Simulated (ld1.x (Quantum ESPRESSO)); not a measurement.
## Building the TM potential for barium (PBEsol, fully relativistic).

ld1.x (Quantum ESPRESSO) 7.5 input, shortened:

```
&input
   title='Ba', zed=56., rel=2, dft='PBESOL', iswitch=3,
   config='[Xe] 5d0.5 6s1.5 6p0', rel_dist='average'
 /
 &inputp
   pseudotype=2, tm=.true., lloc=0,
   nlcc=.false.
 /
3
6P  2  1   0.00   0.00  4.00  4.00  0.0
5D  3  2   0.50   0.00  3.95  3.95  0.0
6S  1  0   1.50   0.00  3.75  3.75  0.0
 &test
   configts(1)='5d0.5 6s1.5 6p0'
 /
```

Open shells are filled in proportion to 2j + 1 (rel_dist='average').

* Cutoffs needed: 8 Ry and 10 Ry (the cutoffs (Ry, on a coarse ladder) from which the occupation-weighted sum of valence levels, in a spherical-Bessel basis at the reference potential, stays within 10 and 1 mRy of its value at 400 Ry)
* Ghost test: no extra level below or beside the all-electron valence levels (p1/2, p3/2, d3/2, d5/2, s, f tested) (spherical-Bessel basis up to 400 Ry, 20 bohr box)
* Largest excitation error: +186 meV (all-electron minus pseudo) for 5d0 6s0 6p1, out of 7 test configurations
